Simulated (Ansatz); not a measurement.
Cost and result for the atomization energy of CH$_{6}$AlFSSi (11 atoms, 11 bonds).

```xyz
11

C    -0.431   -1.567    0.339
S    -0.191   -0.522   -1.131
Si   -0.758    1.475   -0.193
F    -1.843    1.133    0.944
Al    1.580    0.925   -0.199
H    -1.477   -1.861    0.392
H     0.201   -2.445    0.221
H    -0.150   -1.042    1.252
H    -1.512    2.159   -1.280
H     2.388    1.600   -1.382
H     2.193    0.147    1.037
```

The species carries charge 0 and has multiplicity 1. The bonds changed during the relaxation, so this is another structure than the one it started from. Geometry: relaxed with PBE0-D4/def2-TZVP. It is one conformer, not always the lowest. Program: Ansatz. All runs use 4 threads of an Arm Neoverse V2 on a shared host. Times are those of one run each, without the atoms' runs, and a repeat can differ threefold. Electronic energies, without spin–orbit coupling; frozen cores. CCSD(T)/CBS adds CCSD(T) − MP2 in def2-TZVPP to the MP2 limit, and its time is that of the two runs behind it. T1 = 0.012. B3LYP takes the VWN-RPA correlation (the form of Gaussian; ORCA's B3LYP/G).

CCSD(T)/CBS is a level of theory with its own doubt, some kJ/mol a heavy atom from the limit and from the frozen cores, so smaller differences don't rank the functionals.

```tsv
level	functions	wall time	atomization (kcal/mol)	difference from CCSD(T)/CBS	per bond
PBE-D4/def2-TZVPP (with forces)	272	2.7 s	866.7	4.9	0.4
PBE0-D4/def2-TZVPP	272	3.5 s	855.8	-6.0	-0.5
r2SCAN-D4/def2-TZVPP (with forces)	272	5 s	864.5	2.7	0.2
B3LYP-D4/def2-TZVPP (with forces)	272	5.5 s	855.5	-6.3	-0.6
B2PLYP/def2-TZVPP	272	6 s	845.0	-16.8	-1.5
ωB97X-V/def2-TZVPP	272	8 s	865.2	3.4	0.3
ωB97M-V/def2-TZVPP (with forces)	272	12 s	862.7	0.9	0.1
MP2/def2-QZVPP	504	22 s	861.1	-0.7	-0.1
CCSD(T)/def2-TZVPP	272	2.4 min	836.8	-25.0	-2.3
CCSD(T)/CBS(def2)	–	2.7 min	861.8	0.0	0.0
```

The D4 term adds +11.5 kcal/mol with B3LYP and +6.0 kcal/mol with PBE0; it sums over pairs of atoms, weighted by their polarisabilities, and B3LYP, whose exchange is more repulsive, gets the larger term. From PBE to PBE0 (25 % exact exchange), in def2-TZVPP and without D4, the atomization energy moves by −9.8 kcal/mol: exact exchange takes away binding that semilocal exchange gives to molecules. In def2-TZVPP, CCSD(T) changes the Hartree–Fock value by +202.5 kcal/mol (the triples alone add +12.5 kcal/mol) and MP2 by +211.9 kcal/mol; breaking electron pairs costs correlation energy, which Hartree–Fock lacks.
